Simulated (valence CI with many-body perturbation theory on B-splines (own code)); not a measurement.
Values are calculated unless marked as measured or tabulated.
## Hyperfine factors and g values of Sr³²⁺

Method: relativistic CI+MBPT: four valence electrons over a frozen Dirac-Fock core [He], radial functions for each j: 11 s, 11 p, 9 d, 7 f, 5 g, 2 h, 1 i, with the one-electron correlation potential Σ1, the two-electron term Σ2, the three-electron term Σ3, Breit, model QED; selected CI, second order for the rest (own B-spline code, finite nucleus).

The last digits are not significant, and no measured levels were compared; by estimate large intervals hold to a few tenths of a per cent, small ones and those within an open d or f shell to about a per cent. Among the levels kept, up to 290 cm⁻¹ of a level comes from second order outside the variational space, and about a tenth of that is noise between levels of different J, which matters for small intervals.

A/g_I is the dipole constant over the nuclear g factor μ/I (μ in nuclear magnetons, uniformly magnetised nucleus), B/Q the quadrupole constant per barn. Both hold the static response of the core; the bare values leave it out. Large factors of s and p1/2 electrons are usually good to 5 to 10 %; those of open d and f shells near neutrality can be off by tens of per cent, and small factors of p3/2, d and f electrons come from cancelling terms and can be off by a factor of two or in sign, in half-filled shells by more. B is blank for J = 1/2, where it vanishes, and for nearly pure S terms. Energies count from the lowest level. Levels with J = 0 are left out.

Levels are named by their leading jj configuration (3d3/2^4 stands for four electrons in 3d with j = 3/2), which in mixed levels can hold well under half, so a name can repeat and another be missing. Letters in brackets count levels of one name in rising energy.

```csv
Level,E (eV),g,A/g_I (MHz),A/g_I bare,B/Q (MHz/b),B/Q bare
(2s^2 2p1/2 2p3/2) J=1,64.1,1.493,-17600,-11700,91300,91600
(2s^2 2p1/2 2p3/2) J=2,75.0,1.223,206000,208000,107000,108000
(2s^2 2p3/2^2) J=2,146.8,1.260,106000,109000,74300,74500
(2s 2p1/2^2 2p3/2) J=2,170.5,1.794,469000,470000,77600,77800
(2s 2p1/2^2 2p3/2) J=1,215.9,0.930,-253000,-244000,157000,157000
(2s 2p1/2 2p3/2^2) J=2 [a],240.4,1.400,377000,375000,187000,187000
(2s 2p1/2 2p3/2^2) J=3,259.5,1.324,451000,448000,-574,-589
(2s 2p1/2 2p3/2^2) J=1 [a],289.0,1.271,204000,206000,-164000,-164000
(2s 2p1/2 2p3/2^2) J=2 [b],297.6,1.170,69700,75400,-139000,-139000
(2s 2p1/2 2p3/2^2) J=1 [b],306.8,1.516,383000,384000,37800,37900
(2s 2p3/2^3) J=2,354.6,1.270,475000,470000,-128000,-128000
(2s 2p3/2^3) J=1,389.9,1.250,-257000,-243000,-29700,-29800
(2p1/2^2 2p3/2^2) J=2,426.5,1.375,86100,93600,56400,56500
(2p1/2 2p3/2^3) J=1,496.2,1.493,-27800,-17400,-89700,-89900
(2p1/2 2p3/2^3) J=2,509.0,1.108,213000,215000,-237000,-238000
(2s^2 2p1/2 3s) J=1,2279.0,1.343,531000,525000,-10200,-10200
(2s^2 2p1/2 3p1/2) J=1,2313.0,0.666,364000,361000,-2200,-2210
(2s^2 2p1/2 3p3/2) J=1,2339.7,1.478,-47300,-45800,26000,26000
(2s^2 2p1/2 3p3/2) J=2,2342.0,1.172,163000,163000,42500,42600
(2s^2 2p3/2 3s) J=2,2353.7,1.492,197000,198000,184000,185000
(2s^2 2p3/2 3s) J=1,2358.2,1.140,3830,10100,103000,103000
(2s^2 2p1/2 3d3/2) J=2,2374.1,0.756,155000,153000,16000,16200
(2s 2p1/2^2 3s) J=1,2375.9,2.248,939000,928000,-8040,-8070
(2s^2 2p1/2 3d3/2) J=1,2386.6,0.814,-99800,-99100,1970,2040
(2s^2 2p1/2 3d5/2) J=2,2387.6,1.270,-79000,-78300,2900,3040
(2s^2 2p1/2 3d5/2) J=3,2388.1,1.114,98500,97700,468,633
(2s^2 2p3/2 3p1/2) J=1,2396.3,1.399,93300,98100,87100,87400
(2s^2 2p3/2 3p1/2) J=2,2399.1,1.225,120000,122000,152000,153000
(2s^2 2p3/2 3p3/2) J=3,2411.4,1.331,78800,81000,238000,238000
(2s^2 2p3/2 3p3/2) J=1,2412.2,1.464,72500,75400,-85000,-85200
(2s 2p1/2^2 3p1/2) J=1,2413.5,1.598,778000,768000,-6140,-6150
```

(1) Take the isotope of mass number 87, with I = 9/2, μ = -1.09316 μN and Q = 0.305 b. What is the hyperfine structure of (2s 2p1/2 2p3/2^2) J=3?

Answers

(1) From the table A = -110000 MHz, B = -175 MHz. Shifts from the centre of gravity in MHz: F = 3/2: 1810000, F = 5/2: 1540000, F = 7/2: 1150000, F = 9/2: 660000, F = 11/2: 55000, F = 13/2: -660000, F = 15/2: -1490000.
